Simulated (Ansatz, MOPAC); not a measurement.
Molecule: MgBr, net charge 0, doublet state. SMILES: [Br][Mg]
Geometry from a B3LYP-D3(BJ)/def2-TZVP (Ansatz, a first-principles code) optimisation:
```
Mg
Br 1 2.3824
```
Charge 0, spin multiplicity 2.

Wanted: vertical electron affinity to the singlet, in eV. Set-up: each state is the SCF solution reached for its charge and spin; UHF or UKS for open shells; six Cartesian d functions in 6-31G* and its kin unless marked 5d; non-relativistic; no spin-orbit coupling. First-principles rows: single points at B3LYP-D3(BJ) geometries (Ansatz). Semi-empirical rows: differences of heats of formation at the shared geometry for vertical values.

```json
[
 {"species": "charge -1, singlet", "coefficient": "-1", "E at HF/6-31G* (Ansatz), Eh": "-2771.79167", "E at PBE0/def2-TZVPD (Ansatz), Eh": "-2773.93229", "heat of formation at MNDO (MOPAC), kcal/mol": "-41.27"},
 {"species": "charge 0, doublet", "coefficient": "+1", "E at HF/6-31G* (Ansatz), Eh": "-2771.77494", "E at PBE0/def2-TZVPD (Ansatz), Eh": "-2773.87969", "heat of formation at MNDO (MOPAC), kcal/mol": "-7.23"}
]
```

 1 Eh = 27.2114 eV and 1 eV = 23.0605 kcal/mol.

Task: Work the quantity out at each level.

Result: 
- HF/6-31G*: the sum of coefficient times E is 0.01673 Eh, or 0.455 eV. Result: 0.46 eV.
- PBE0/def2-TZVPD: the sum of coefficient times E is 0.05260 Eh, or 1.431 eV. Result: 1.43 eV.
- MNDO: the sum of coefficient times heat of formation is 34.04 kcal/mol, or 1.48 eV.
